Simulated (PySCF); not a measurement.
SMILES [I][InH][I] (PBE0/def2-SVP optimised geometry):

```
4

In    -0.136    -0.003     0.000
H      1.578    -0.003     0.000
I     -1.568     2.248     0.000
I     -1.578    -2.248    -0.001
```

Method: PBE0/def2-TZVP, def2 effective core potentials past Kr in PySCF 2.14.0.

What are the frontier orbital energies and the dipole moment?

HOMO-2 -7.79 eV, HOMO-1 -7.78 eV, HOMO -7.62 eV, LUMO -2.20 eV, LUMO+1 -2.16 eV; dipole moment 1.60 D.

On the same geometry PBE/def2-TZVP, def2 effective core potentials past Kr (PySCF) gives HOMO-2 -6.69 eV, HOMO-1 -6.66 eV, HOMO -6.52 eV, LUMO -2.98 eV, LUMO+1 -2.82 eV; dipole moment 1.45 D.
